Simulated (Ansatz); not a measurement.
Wavefunction ladder for `C[NH][Al]([F])[Br]`

```xyz
9

C    -1.069    0.442    0.693
N     0.054   -0.406    0.343
Al    1.162   -0.231   -0.998
F     0.979    1.025   -2.041
Br    2.827   -1.692   -1.319
H    -2.017   -0.106    0.680
H    -1.156    1.260   -0.024
H    -0.951    0.889    1.686
H     0.172   -1.179    0.980
```

Charge 0, multiplicity 1. Correlated methods include outer-core shells of Br, which these sets cover unevenly. Scalar relativity is left out up to krypton. All single points use the PBE0-D4/def2-TZVP geometry. It is one conformer, not always the lowest. Frozen core, restricted reference, Ansatz.

```csv
basis,HF (Eh),MP2 corr.
def2-SVP,-3008.06179,-0.78359
def2-TZVPP,-3008.70258,-0.98155
def2-QZVPP,-3008.76888,-1.35675
```

Estimate the CCSD correlation energy and the (T) correction in each basis where they were run (hartree).


| basis | CCSD corr. | (T) |
| --- | --- | --- |
| def2-SVP | -0.81303 | -0.01768 |
| def2-TZVPP | -1.00648 | -0.03448 |
